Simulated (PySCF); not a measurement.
## From computed data to an observable: entropy of an ideal gas

Mg(H)(GeH3) (GeH₄Mg), SMILES [MgH][GeH3].

Coordinates come from a B3LYP-D3(BJ)/def2-TZVP optimisation.

PySCF 2.14.0 with B3LYP-D3(BJ)/def2-TZVP gives the harmonic wavenumbers 265, 265, 291, 371, 371, 795, 891, 891, 1621, 2065, 2071, 2071 cm⁻¹ and the rotational temperatures 3.9980, 0.1693, 0.1693 K. The molar mass is 100.97 g/mol, the symmetry number 3, the spin multiplicity 1.

Problem. Work out the entropy at 298.15 K and 1 atm in the rigid-rotor, harmonic-oscillator model.

Solution. 
Translation (Sackur–Tetrode at 1 atm): S = R[1.5 ln M + 2.5 ln T − 1.16487] = 166.3 J/(mol K).
Rotation: q = (√π/σ) T^1.5/√(θA θB θC) = 8990, S = R[ln q + 3/2] = 88.2 J/(mol K).
Vibration: with u = 1.4388 ν/T, each mode gives R[u/(e^u − 1) − ln(1 − e^−u)]:
| ν (cm⁻¹) | modes | u | S (J/(mol K)) |
|---|---|---|---|
| 265 | 2 | 1.28 | 13.63 |
| 291 | 1 | 1.40 | 6.14 |
| 371 | 2 | 1.79 | 9.00 |
| 795 | 1 | 3.84 | 0.88 |
| 891 | 2 | 4.30 | 1.21 |
| 1621 | 1 | 7.82 | 0.03 |
The stiffer modes add less than 0.005 each. Sum 30.9 J/(mol K).
Spin: R ln 1 = 0.0 J/(mol K).
Total 285.4 J/(mol K); the program's own thermochemistry gives 285.4. Translation makes up 58 % and vibration 11 %. Anharmonicity, hindered rotation and orbital degeneracy are left out.
